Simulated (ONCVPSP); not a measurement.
gadolinium: excitation energies, all-electron against ONCV

ONCVPSP 4.0.1 input, shortened (lines: element, Z, core and valence counts, functional; n l f; lmax; l rc ep ncon nbas qcut; lloc lpopt rc5 dvloc0; l nproj debl; icmod fcfact rcfact), Wu-Cohen, scalar-relativistic:

```
  Gd 64.00   11    3  -118130      upf
    1    0    2.00
    2    0    2.00
    2    1    6.00
    3    0    2.00
    3    1    6.00
    3    2   10.00
    4    0    2.00
    4    1    6.00
    4    2   10.00
    5    0    2.00
    5    1    6.00
    4    3    7.00
    5    2    2.00
    6    0    1.00
    3
    0    3.80    0.00    4    8    1.80
    1    3.70    0.18    5   10    2.20
    2    2.50    0.00    5    9    3.40
    3    1.25    0.00    4    9   11.40
    4    5    1.15    0.00
    0    2    2.10
    1    2    3.70
    2    2    3.20
    3    2    3.60
    0    0.00    0.00
```

In the p channel the program set the typed energies aside and used 0.050, 3.750 Ha.

Energies are relative to the spin-unpolarised reference configuration 4f7 5d2 6s1; without spin polarisation the order of configurations can differ from experiment.

(1) Give the all-electron excitation energy and the error of the potential for: 4f7 5d1 6s2; 4f7 5d1 6s1; 4f7 5d1 6s0; 4f6 5d1 6s2.

Levels in the configuration 4f7 5d1 6s1:

```
level  all-electron (eV)  pseudo (eV)
   4f            -15.070      -15.327
   5d             -8.429       -8.377
   6s             -9.272       -9.309
```

Note: ghosts flagged at negative energy: s at -141.1 eV, p at -54.7 eV, d at -860.5 eV (a further GHOST(-) flag falls on a real empty level of the atom); GHOST(+) flagged for s at 36.2 eV, p at 108.1 eV. A true bound ghost makes a file unfit for plane-wave use.

Results:

(1)

| valence configuration | charge | ΔE all-electron (eV) | error AE − PS (meV) |
| --- | --- | --- | --- |
| 4f7 5d1 6s2 | 0 | -1.782 | +16 |
| 4f7 5d1 6s1 | +1 | 4.892 | +14 |
| 4f7 5d1 6s0 | +2 | 16.877 | +36 |
| 4f6 5d1 6s2 | +1 | 14.476 | -1116 |

These tests converged, but a pseudo level misses the all-electron one widely, so the file describes the atom poorly there or has found another state: 4f6 5d1 6s2: 4f by 2.2 eV.
